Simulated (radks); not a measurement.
Values are calculated unless marked as measured or tabulated.
Cs I, configuration [Kr] 4d10 5s1 5p6 6s1 5d1 (not the ground configuration).

Code: a radial shooting solver on a logarithmic mesh with Libxc functionals. Model: scalar-relativistic Kohn-Sham, SCAN, spin-polarised, spherical densities, finite nucleus; open shells are filled with parallel spins first (spin-orbit coupling, left out, can overturn this in heavy ions); meta-GGA in the generalised Kohn-Sham scheme; Fermi nuclear charge, rms radius 4.8041 fm.

Energy parts (hartree):
| part | energy |
|---|---|
| total | -7787.1049 |
| kinetic | 8204.3943 |
| electron-nucleus | -18833.6750 |
| Hartree | 3035.0537 |
| exchange-correlation | -192.8779 |

Orbitals (lengths in bohr, moments of r in powers of bohr):
orbital  occ.  eigenvalue (hartree)   <1/r>
1s up       1             -1317.956   59.39
1s down     1             -1317.952   59.39
2s up       1             -207.5791   13.66
2s down     1             -207.5759   13.66
2p up       3             -186.0850   13.00
2p down     3             -186.0814   13.00
3s up       1             -43.58743   4.933
3s down     1             -43.58491   4.933
3p up       3             -36.61397   4.675
3p down     3             -36.61056   4.675
3d up       5             -26.40923   4.422
3d down     5             -26.40490   4.422
4s up       1              -8.47160   2.012
4s down     1              -8.46345   2.010
4p up       3              -6.22841   1.852
4p down     3              -6.22037   1.852
4d up       5              -2.95827   1.584
4d down     5              -2.94543   1.587
5s up       1              -1.16218  0.7638
5p up       3              -0.63961  0.6439
5p down     3              -0.58704  0.6381
5d up       1              -0.06047  0.3402
6s up       1              -0.11521  0.2525

The highest occupied level is 5d up at -1.646 eV. The density falls to 0.001 e/bohr^3 at r = 5.27 bohr. Spin moment in Bohr magnetons: 3. The electron density at the nucleus is 3.062e+05 e/bohr^3 (large components only).

Empty levels of this run are not shown, since the potential may be unsettled where no density lies.
